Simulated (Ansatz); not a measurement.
Sn22H28, a nanocrystal cut from cubic tin. Total charge 0; singlet. Geometry PBE-D4/def2-SVP, basis def2-TZVP, Ansatz.

```xyz
50

Sn    1.4229    4.0543   -2.5174
Sn   -3.1143    3.5396   -1.6043
Sn    4.5337    3.3270    0.7873
Sn    4.1555    0.3716   -2.7166
Sn   -0.3388   -0.1528   -1.7844
Sn    2.3950   -3.8736   -2.0123
Sn    2.7477   -0.8913    1.4927
Sn   -2.0765   -4.3835   -1.1163
Sn    0.0210    2.7750    1.6901
Sn   -4.5014    2.2930    2.5965
Sn   -1.7105   -1.4014    2.3849
Sn   -4.8466   -0.6539   -0.9200
Sn    1.0240   -5.1373    2.1918
Sn    4.0141    3.0870   -1.9710
Sn   -0.5095    2.5781   -1.0766
Sn   -5.0283    2.0556   -0.1606
Sn    2.6268    1.8312    2.2343
Sn    2.2574   -1.1484   -1.2768
Sn   -2.2648   -1.6639   -0.3716
Sn    0.5022   -5.3819   -0.5658
Sn    0.8642   -2.4201    2.9388
Sn   -1.9114    1.3121    3.1402
H     1.3068    5.7347   -2.0842
H     1.0878    3.9459   -4.2202
H    -3.4388    3.4349   -3.3093
H    -3.2061    5.2219   -1.1730
H     4.4674    4.9973    1.2643
H     6.1357    2.7545    1.1447
H     3.8631    0.2015   -4.4222
H     5.7498   -0.2525   -2.4109
H    -0.6633   -0.2994   -3.4940
H     2.1065   -4.0291   -3.7199
H     4.0003   -4.4719   -1.7132
H     4.3478   -1.5060    1.8239
H    -2.4371   -4.5510   -2.8091
H    -3.2714   -5.3033   -0.2501
H    -0.0799    4.4570    2.1463
H    -4.6255    3.9565    3.0856
H    -5.6813    1.4002    3.5089
H    -2.8929   -2.3315    3.2706
H    -5.1887   -0.8245   -2.6163
H    -6.0332   -1.5963   -0.0667
H     2.6033   -5.7638    2.5585
H    -0.1243   -6.0752    3.0993
H     5.1894    4.0102   -2.8718
H    -6.6281    2.6606   -0.5075
H     2.9365    1.9699    3.9465
H     0.5977   -7.0601   -1.0348
H     1.1856   -2.2531    4.6463
H    -1.5695    1.4559    4.8456
```

```tsv
run	HOMO (eV)	LUMO (eV)
A	-7.21	-1.59
B	-5.80	-3.06
C	-6.58	-2.35
D	-6.00	-2.90
```

In the def2 sets Sn takes a core potential; there is no spin–orbit coupling. Single mean-field runs in def2-TZVP are fitted with def2-universal-jkfit.

Problem. The runs used BHLYP, PBE, PBE0, r2SCAN. Estimate which is which.

Solution. A BHLYP (50 % exact exchange); B PBE (0 % exact exchange); C PBE0 (25 % exact exchange); D r2SCAN (0 % exact exchange). Exact exchange lowers occupied and raises empty levels; among semilocal functionals meta-GGAs tend to open the gap a little, and such runs are hard to tell apart. The gap grows from 2.74 eV (PBE) to 5.61 eV (BHLYP).
